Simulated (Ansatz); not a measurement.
Basis-set extrapolation for `FB1NCN1` (PBE0-D4/def2-TZVP geometry, frozen core, Ansatz). Multiplicity 1, RHF reference.

```
                      def2-TZVPP   def2-QZVPP
                 HF  -273.429483  -273.442267
    MP2 correlation    -0.918968    -0.989678
CCSD(T) correlation    -0.975181      not run
```

Energies in hartree. Use E(X) = E(∞) + A·exp(−7.88·√X) for Hartree–Fock and E(X) = E(∞) + B·X^(−2.97) for correlation, with X = 3 and 4, and add CCSD(T) minus MP2 of the smaller set to the MP2 limit.

Task: What is the CCSD(T) energy at the basis-set limit?

Result: HF limit: -273.442267 + (-0.012784) × 0.13774 = -273.44403. MP2 limit: -0.989678 + (-0.070710) × 0.74074 = -1.04206. Higher-order term: -0.975181 − (-0.918968) = -0.05621. Total: -274.54230 hartree, 86.4 kcal/mol below CCSD(T)/def2-TZVPP.
